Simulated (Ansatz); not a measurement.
The cluster Zn₇Te₆⁺, relaxed as a doublet with UKS PBE-D4/def2-SVP in Ansatz, starting from the GFN1-xTB geometry. Force threshold 0.03 eV/Å.

In the def2 sets Te takes a core potential; there is no spin–orbit coupling. The relaxation made no stability test and no search for a lower SCF solution. Another isomer (doublet) lies 3.08 eV lower at PBE0-D4/def2-TZVP; other spin states weren't run for this one.

Start:

Cartesian coordinates in Å:
```
Zn -1.409 -0.947 1.805
Zn -0.219 0.934 -2.927
Zn 2.527 -1.254 1.290
Zn -1.854 -0.891 -2.877
Zn -3.080 0.836 2.150
Zn 1.232 1.621 0.657
Zn -2.657 3.104 1.148
Te 1.286 -3.035 -0.516
Te -0.845 2.269 -0.715
Te 0.842 0.012 2.778
Te 3.532 0.650 -0.398
Te -1.334 -2.481 -0.342
Te 1.979 -0.818 -2.054
```

Estimate the energy that the relaxation releases and the steps that it takes.

1.73 eV, in 15 steps; 3 min on 2 threads of AMD EPYC 7R13 on a shared host and a share (18 GiB) of an NVIDIA H100 80GB HBM3. No frequencies were taken in this run, so the end may be a saddle point.

Does the start keep its bonding?

Bonds lost: Zn7–Te9, Te8–Te13 (atoms count from 1). Bonds formed: Zn1–Te9 (atoms count from 1).

Predict the relaxed structure.


| atom | x (Å) | y (Å) | z (Å) |
| --- | --- | --- | --- |
| Zn1 | -1.0113 | -0.1085 | 1.1245 |
| Zn2 | 0.0352 | 0.5906 | -2.2732 |
| Zn3 | 2.0613 | -1.3608 | 0.8749 |
| Zn4 | -1.5568 | -1.1995 | -2.3138 |
| Zn5 | -3.0835 | 0.8935 | 1.9165 |
| Zn6 | 1.4679 | 1.3869 | 0.7857 |
| Zn7 | -3.7861 | 3.3624 | 1.2195 |
| Te8 | 1.0530 | -3.1757 | -0.6894 |
| Te9 | -0.6715 | 2.2227 | -0.4017 |
| Te10 | 0.9825 | -0.1228 | 2.8846 |
| Te11 | 3.6389 | 0.4078 | -0.4302 |
| Te12 | -1.5221 | -2.5326 | 0.0961 |
| Te13 | 2.3925 | -0.3639 | -2.7937 |
Bond lengths (bridged metal pairs left out): 12 × Te–Zn 2.58 to 2.81 Å; 3 × Zn–Zn 2.40 to 2.66 Å; 2 × Te–Te 2.77 to 2.78 Å.
